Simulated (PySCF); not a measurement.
Ranking problems on computed properties.

Species are written as SMILES; each is one conformer at its optimised geometry, gas phase, non-relativistic unless stated. Electronic properties by PySCF.

The conformers computed, where there is a choice (atom-mapped SMILES and torsion angles):
- `[F:1][C:2]([F:3])([F:4])[C:5]([F:6])([F:7])[C:8]1[CH:9]=[C:10]1[Cl:11]`: F1–C2–C5–F6 -175°, C2–C5–C8–C9 -154°
- `[CH2:1]=[C:2]([F:3])[S+:4][CH:5]([C:6]#[N:7])[C:8]#[N:9]`: C1–C2–S4–C5 180°, C2–S4–C5–C6 -62°
- `[CH:1]#[C:2]/[CH:3]=[C:4](/[F:5])[O:6][CH:7]=[CH2:8]`: C3–C4–O6–C7 180°, C4–O6–C7–C8 180°
- `[CH3:1][C@:2]1([NH2:3])[C:4]([F:5])[C:6]12[CH2:7][CH2:8]2`: H–N3–C2–C1 -43°, H–N3–C2–C1 -168°
- `[CH2:1][S:2](=[O:3])(=[O:4])[O:5][CH2:6][O:7][CH3:8]`: C1–S2–O5–C6 71°, S2–O5–C6–O7 -50°, O5–C6–O7–C8 123°

Question: Rank by smallest rotational constant, lowest first (GFN2-xTB).
A. `C(=C\C#C)(/F)OC=C`
B. `C[C@]1(N)[C](F)C12CC2` [radical]
C. `FC(F)(F)C(F)(F)[C]1C=C1Cl` [radical]
D. `[CH2]S(=O)(=O)OCOC` [radical]
E. `C(C([S+]C(F)=C)C#N)#N` [radical]

Answer: C (0.583 GHz), A (0.954 GHz), E (1.058 GHz), D (1.364 GHz), B (1.515 GHz).

Question: Rank by isotropic g value, highest first (unrestricted B3LYP/pcH-1, mean-field spin–orbit at GFN2-xTB geometries).
A. `O(COS(=O)(=O)[CH2])C` [radical]
B. `C=C(F)[S+]C(C#N)C#N` [radical]
C. `FC(F)(F)C(F)(F)[C]1C=C1Cl` [radical]
D. `C1CC21[C@@](N)([C]2F)C` [radical]

Answer: B (2.00839), D (2.00394), C (2.00281), A (2.00250).

Question: By how much do the two ends of that ranking differ?

Answer: By 0.00589, between `C=C(F)[S+]C(C#N)C#N` [charge +1 and doublet state] and `[CH2]S(=O)(=O)OCOC` [doublet state].
